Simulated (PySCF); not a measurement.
The multiplicity is imposed and other spin states were not computed.

B3LYP has the VWN-RPA correlation part, as in Gaussian. 

Cartesian coordinates (Å):
```xyz
11

Mo     0.0860    -0.4592    -0.1817
O      1.7831     0.8908    -2.5545
C      1.1772     0.3755    -1.7104
O      2.7440    -0.6485     1.6152
C      1.7910    -0.6103     0.9554
O     -0.3988     2.3775     0.9867
C     -0.2175     1.3113     0.5466
O     -1.6373    -1.6747     2.2446
C     -1.0115    -1.2648     1.3583
O     -2.5948    -0.1303    -1.9250
C     -1.6239    -0.2769    -1.3078
```
Charge 0, spin multiplicity 1.

Task: What mean C–O bond length of the carbonyls, dipole moment and total energy does B3LYP-D3(BJ)/def2-TZVP // BP86-D3(BJ)/def2-SVP (PySCF) give?

Result: 
```json
{
 "mean C–O bond length of the carbonyls": "1.161 Å",
 "dipole_moment": "2.71 D",
 "total_energy": "-17286.37 eV"
}
```
